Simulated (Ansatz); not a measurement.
`[NH2][Ta]([NH2])(=[O])[F]`, relaxed with RKS PBE-D4/def2-SVP in the Gaussian-basis code of Ansatz from a rough embedded geometry. The force threshold is 0.03 eV/Å; the program also tests the step.

Charge 0, multiplicity 1. Ta: def2 effective core potential.

Start:

```xyz
9

N     1.108    0.096    1.417
Ta    0.454    0.346   -0.629
N    -1.534   -0.569   -0.862
O     0.401    2.164   -1.115
F     1.851   -0.595   -1.906
H     0.823   -0.801    1.788
H     0.566    0.813    2.008
H    -2.170    0.040   -0.448
H    -1.500   -1.494   -0.253
```

**Question.** How much energy does the relaxation release, and in how many steps? (An estimate is asked.)

**Answer.** Ansatz gave: 53.51 kcal/mol, in 8 steps, 1 of them rejected.

**Question.** Which bonds change most? (Best estimate.)

**Answer.** The calculation gave: Ta2–N3 from 2.200 to 1.991 Å; Ta2–F5 from 2.114 to 1.917 Å; N1–Ta2 from 2.162 to 1.991 Å; Ta2–O4 from 1.883 to 1.738 Å.

**Question.** Give the relaxed structure. (An estimate is asked.)

**Answer.** Ansatz gave: 
```xyz
9

N     0.979    0.147    1.385
Ta    0.372    0.270   -0.506
N    -1.438   -0.523   -0.747
O     0.191    1.967   -0.836
F     1.633   -0.588   -1.667
H     1.107   -0.723    1.914
H     1.131    0.947    2.008
H    -2.282    0.001   -0.999
H    -1.691   -1.498   -0.552
```
